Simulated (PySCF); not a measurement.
Se(Cl)(OSiH3), H3ClOSeSi, SMILES [SiH3]O[Se]Cl (B3LYP/def2-SVP optimised geometry):

```
7

Se     2.114     0.028    -1.445
Cl     1.924     2.229    -1.616
O      1.110    -0.332     0.000
Si    -0.590    -0.332     0.000
H     -1.110     1.063     0.000
H     -0.973    -1.027     1.255
H     -1.103    -1.063    -1.193
```

Calculation: B3LYP/def2-TZVP (PySCF).

Q: What are the frontier orbital energies and the dipole moment?

A: HOMO-2 -9.11 eV, HOMO-1 -9.00 eV, HOMO -6.57 eV, LUMO -2.62 eV, LUMO+1 -1.89 eV; dipole moment 1.43 D.

On the same geometry PBE/def2-TZVP (PySCF) gives HOMO-2 -7.99 eV, HOMO-1 -7.82 eV, HOMO -5.53 eV, LUMO -3.26 eV, LUMO+1 -2.63 eV; dipole moment 1.38 D.

Meta-Löwdin charges at B3LYP/def2-TZVP: Se1 0.51, Cl2 -0.22, O3 -0.73, Si4 0.75, H5 -0.11, H6 -0.10, H7 -0.11.
